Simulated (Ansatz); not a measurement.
The cluster Be₇O₈. Total charge 0; triplet. Geometry PBE-D4/def2-SVP, that of the neutral singlet; atoms count from 1.

```csv
atom,x (Å),y (Å),z (Å)
Be1,-1.675,-0.278,-1.039
Be2,0.994,-0.731,1.924
Be3,0.528,-1.205,-1.454
Be4,-0.793,-1.504,0.582
Be5,-0.521,1.069,0.933
Be6,-0.609,1.667,-1.471
Be7,1.481,0.808,-0.289
O8,-1.608,0.834,-2.073
O9,1.599,-0.232,-1.368
O10,-0.837,-1.685,-1.054
O11,0.252,1.860,-0.247
O12,0.279,-1.929,1.537
O13,1.859,0.504,1.305
O14,-1.544,-0.029,0.577
O15,0.596,0.851,2.136
```

The structure holds 1 bond(s) between oxygen atoms. At PBE0-D4/def2-TZVP a singlet of charge 0 lies 3.32 eV below the triplet at the same geometry. The structure comes from a short search, and lower isomers may exist.

Q: Estimate the Mulliken populations from the PBE0/def2-TZVP orbitals of Ansatz.

A: 
```
atom  charge (e)  spin (α − β)
 Be1        0.32          0.00
 Be2        0.12         -0.06
 Be3        0.10          0.00
 Be4        0.32          0.00
 Be5        0.39          0.03
 Be6        0.12          0.00
 Be7        0.38          0.01
  O8       -0.24          0.00
  O9       -0.23          0.03
 O10       -0.25          0.00
 O11       -0.22          0.00
 O12       -0.21          0.08
 O13       -0.13          0.97
 O14       -0.29          0.01
 O15       -0.16          0.94
```
Mulliken values depend strongly on the basis.

Q: Where does the spin sit?

A: Summed by element: Be -0.03, O 2.03, of 2 unpaired in all. Largest on single atoms: O13 0.97, O15 0.94, O12 0.08.

Q: And the Mayer bond orders between heavy atoms (over 0.3)?

A: Be1–O8 1.09 (1.52 Å); Be1–O10 0.64 (1.64 Å); Be1–O14 0.70 (1.64 Å); Be2–O12 1.40 (1.45 Å); Be2–O13 0.65 (1.63 Å); Be2–O15 0.60 (1.64 Å); Be3–O9 1.38 (1.45 Å); Be3–O10 1.11 (1.50 Å); Be4–O10 0.63 (1.65 Å); Be4–O12 1.12 (1.50 Å); Be4–O14 0.68 (1.65 Å); Be5–O11 0.68 (1.62 Å); Be5–O14 1.00 (1.54 Å); Be5–O15 0.66 (1.66 Å); Be6–O8 1.42 (1.43 Å); Be6–O11 1.07 (1.51 Å); Be7–O9 1.14 (1.50 Å); Be7–O11 0.66 (1.62 Å); Be7–O13 0.62 (1.67 Å); O13–O15 0.57 (1.55 Å).
